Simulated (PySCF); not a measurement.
Cost of one run: geometry optimisation, `C#C[SiH2]P[SiH2]` [radical].

Method: PBE0-D3(BJ)/def2-SVP geometry optimisation, gas phase (PySCF 2.14.0). Work: geometry optimisation from a GFN2-xTB start, density fitting, unrestricted. A driver script takes a list of jobs; this job's settings line and coordinates (Å) are shown.

Input:
```
{"job": {"xc": "PBE0", "basis": "def2-SVP", "d3": "d3bj", "grid": 1, "kind": "geom"}, "charge": 0, "multiplicity": 2}
C     -2.208950    -1.426510     0.503440
C     -1.710530    -0.372180     0.207710
Si    -0.856410     1.222180    -0.189010
P      1.323060     1.134880     0.332260
Si     1.973080    -0.820370    -0.475330
H     -2.662100    -2.342880     0.754120
H     -0.944240     1.458690    -1.632880
H     -1.462770     2.298180     0.600680
H      1.137110     0.707810     1.631430
H      3.257380    -1.180370     0.137700
H      2.165210    -0.674080    -1.922040
```

Hardware: x86-64 server, one thread, no GPU, shared host.

The basis has 112 functions.

Task: What wall time should be expected on this hardware?

Result: About 59 s. The run took 9 energy-and-gradient evaluations and 65 SCF cycles, 6.6 s an evaluation on average.

Task: At this speed, how long would 1000 such jobs take on 16 cores, one job a core?

Result: 1000/16 gives 63 rounds of 59 s, about 62 min of wall time and 16 core-hours, if the jobs don't slow each other.

The output:
```
step   0  E = -999.24536654  max force = 0.032648
step   1  E = -999.24904516  max force = 0.004567
step   2  E = -999.24924848  max force = 0.002072
step   3  E = -999.24934963  max force = 0.000790
step   4  E = -999.24937429  max force = 0.000784
step   5  E = -999.24941684  max force = 0.000517
step   6  E = -999.24943985  max force = 0.000275
step   7  E = -999.24945819  max force = 0.000378
step   8  E = -999.24946428  max force = 0.000246
optimisation converged
```

Energies in Eh; «max force» is the largest Cartesian gradient component in Eh/bohr.

Other jobs ran on the host; a repeat could differ by tens of per cent or more.

The run converged: final energy -999.24946 Eh after 8 steps; dipole 1.32 D.
